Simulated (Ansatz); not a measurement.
Results of the Gaussian-basis code of Ansatz.

A structure relaxed at PBE0-D4/def2-TZVP, charge 0, multiplicity 1:

Cartesian coordinates in Å:
```
F -0.2643 1.5335 1.9325
Ti -0.0791 0.4585 0.5777
S 1.5317 1.2515 -0.8269
S -2.0481 0.3008 -0.5601
S 0.5256 -1.6139 1.3099
H 0.8291 0.8589 -1.9062
H -1.8482 -1.0110 -0.7879
H 1.3534 -1.7782 0.2609
```

Problem. Give its formula and SMILES.

Solution. FH3S3Ti, `[F][Ti]([SH])([SH])[SH]`.

Problem. Point group (tolerance 0.08 Å, 0.16 Å for H)?

Solution. C3.

Problem. Summarise the bond lengths by kind.

Solution. 1 × F–Ti 1.739 Å; 3 × S–Ti 2.280 Å; 3 × H–S 1.346 Å.
